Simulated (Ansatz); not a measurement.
## Ligand exchange: C2H5Cl + SnH3(SH) → C2H6S + SnH3Cl

Species: C2H5Cl `CCCl`, singlet; SnH3(SH), singlet; C2H6S (ethanethiol) `CCS`, singlet; SnH3Cl `[Cl][SnH3]`, singlet. The partners trade Cl for SH: C–Cl and Sn–SH bonds give way to C–SH and Sn–Cl.

Shapes, held fixed at every level: PBE0-D4/def2-TZVP. Flexible molecules stand in one conformer, not always the lowest. Programs: Ansatz 0.2.0. The zero-point and thermal change to 298 K, harmonic and unscaled (PBE0-D4/def2-TZVP), is +0.7 kJ/mol.

```csv
level,kind,ΔH(298 K) (kJ/mol),less CCSD(T)/def2-TZVPP
SPW92/def2-TZVPP,LDA,-33.1,+3.5
PBE0-D4/def2-TZVPP,global hybrid,-36.5,+0.1
wB97M-V/def2-TZVPP,range-separated hybrid,-39.0,-2.4
MP2/def2-SVP,perturbation theory,-43.5,-6.9
CCSD(T)/def2-SVP,coupled cluster or CI,-41.4,-4.8
CCSD/def2-SVP,coupled cluster or CI,-42.2,-5.6
CCSD/def2-TZVPP,coupled cluster or CI,-38.0,-1.4
CCSD(T)/def2-TZVPP,coupled cluster or CI,-36.6,0.0
```

The highest level, CCSD(T)/def2-TZVPP, gives ΔH(298 K) = -36.6 kJ/mol; the levels span -43.5 to -33.1. The column of differences is taken from that level and isn't an error. No measured value is set beside it here. For atoms past krypton def2 sets carry core potentials with scalar relativity. Correlated rows may include outer-core shells of Sn, which these sets cover unevenly.
